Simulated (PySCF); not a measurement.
## Bi (bismuth, neutral) across methods

[Xe] 4f14 5d10 6s2 6p2 6d1, one real determinant (an excited configuration). All numbers are calculated (PySCF 2.14, a scalar-relativistic core potential, in aug-cc-pVTZ-PP with ECP60MDF (6s5p4d2f, 55 functions)).

| method | E (hartree) | mean ε 6s β (eV) | mean ε 6p α (eV) | mean ε 6d α (eV) | Σ⟨r²⟩ (bohr²) | ⟨S²⟩ |
| --- | --- | --- | --- | --- | --- | --- |
| r2SCANh | -214.4361 | -16.725 | -7.890 | -0.317 | 87.14 | 3.753 |
| LDA | -214.0739 | -16.633 | -7.223 | -0.213 | 86.74 | 3.751 |
| PBE | -214.3933 | -16.196 | -7.112 | -0.271 | 87.24 | 3.751 |
| UHF | -213.33406 | -18.877 | -10.782 | -1.184 | 88.69 | 3.756 |
| MN15 | -213.9179 | -18.280 | -8.643 | -0.055 | 84.48 | 3.751 |
| TPSS | -214.2978 | -16.093 | -7.180 | -0.223 | 87.41 | 3.751 |
| r2SCAN | -214.4588 | -16.332 | -7.505 | -0.197 | 87.17 | 3.753 |
| PW91 | -214.4753 | -16.264 | -7.163 | -0.289 | 87.06 | 3.751 |
| PBE0 | -214.3660 | -17.162 | -8.188 | -0.575 | 87.21 | 3.752 |

⟨L²⟩ = 7.95 against 12 for a pure F term, so this real determinant mixes terms. Energies and moments cover only the electrons outside the core potential. Spin-orbit coupling is strong in this species (close to jj coupling), so the high-spin LS determinant is a model state, not a physical level. The outer electron is Rydberg-like, and this basis confines it to a smaller radius and binds it less than a complete one would.
